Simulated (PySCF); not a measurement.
Ionisation energy of Xe⁴⁷⁺ by level of theory

Xe⁴⁷⁺ [He] 2s2 2p3 (4S) → Xe⁴⁸⁺ [He] 2s2 2p2 (3P), as a difference of total energies. All numbers are calculated (PySCF 2.14, the spin-free X2C one-electron Hamiltonian (Gaussian nucleus), in an even-tempered Gaussian basis (19 s from 24 bohr⁻², ratio 2.2; 12 p from 31 bohr⁻², ratio 2.2; 5 d from 120 bohr⁻², ratio 2.4; 5 f from 170 bohr⁻², ratio 2.4; 4 g from 260 bohr⁻², ratio 2.4)). Correlated levels: nothing frozen; virtual orbitals above 40 to 60 times the deepest correlated orbital energy dropped. The calculations carry no spin-orbit coupling.

```
                 method  ionisation energy (eV)
                    UHF                  8532.2
                    LDA                  8526.7
                    PBE                  8528.0
                   PBE0                  8529.3
                 r2SCAN                  8532.7
                 PBEsol                  8526.7
                 M06-2X                  8530.1
    MP2 (all electrons)                  8532.1
SCS-MP2 (all electrons)                  8531.5
```

Spin-orbit coupling is strong in these open shells (close to jj coupling). The scalar numbers leave it out and a first-order estimate fails, so it can dominate the gap to the real levels.

For this ion Breit and QED terms and the two-electron picture change, all absent here, outweigh the differences among the correlated methods.

For comparison: 8382 ± 4 eV (theoretical estimate listed by NIST; NIST Atomic Spectra Database, ionization energies).
